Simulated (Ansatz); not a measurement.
InI₃⁺. The state is a doublet with charge 1. Geometry PBE0-D4/def2-SVP, that of the neutral singlet; atoms count from 1.

```xyz
4

In    0.000    0.000    0.000
I     2.204   -0.113   -1.479
I    -1.699   -2.042    0.010
I    -0.505    2.155    1.469
```

In the def2 sets I, In take a core potential; there is no spin–orbit coupling.

Problem. Estimate the Mulliken populations from the PBE0/def2-TZVP orbitals of Ansatz.

Solution. 
```csv
atom,charge (e),spin (α − β)
In1,0.72,-0.07
I2,0.09,0.36
I3,0.09,0.36
I4,0.09,0.36
```
Mulliken values depend strongly on the basis.

Problem. Where does the spin sit?

Solution. Summed by element: In -0.07, I 1.07, of 1 unpaired in all. Largest on single atoms: I4 0.36, I2 0.36, I3 0.36.

Problem. And the Mayer bond orders between heavy atoms (over 0.3)?

Solution. In1–I2 1.03 (2.66 Å); In1–I3 1.03 (2.66 Å); In1–I4 1.03 (2.66 Å).
